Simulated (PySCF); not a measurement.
**Bond curve of CdCl**

Set-up: PySCF, scalar-relativistic core potentials, basis sets Cd cc-pVDZ-PP with ECP28, Cl cc-pV(D+d)Z. Energies in eV from Cd + Cl in their ground configurations at the same level. State: ²Σ⁺ (doublet), unpaired electrons σ ↑.

```csv
R (Å),PBE0
2.038,-1.092
2.133,-1.577
2.228,-1.830
2.299,-1.913
2.370,-1.931
2.441,-1.903
2.536,-1.814
2.654,-1.654
2.797,-1.430
2.986,-1.134
```

**Question.** Put a parabola through the three lowest points of the PBE0 curve and estimate Re, k and ωe (reduced mass 26.75 u; 1 eV/Å² = 0.16022 mdyn/Å; ωe = 1302.8·√(k/μ) cm⁻¹).

**Answer.** Through R = 2.299, 2.37, 2.441 Å the second-order coefficient is 4.56 eV/Å², so Re ≈ 2.362 Å, k ≈ 1.46 mdyn/Å and ωe ≈ 305 cm⁻¹. A polynomial fit of higher order to the unrounded PBE0 energies gives Re = 2.359 Å, k = 1.56 mdyn/Å, ωe = 315 cm⁻¹; anharmonicity and rounding make the difference.

The higher-order fit for each curve: PBE0: Re = 2.359 Å, ωe = 315 cm⁻¹, De = 1.93 eV.

Spin–orbit coupling is left out. The state is the lowest determinant that a PBE0 search found; another state may lie lower at other levels.
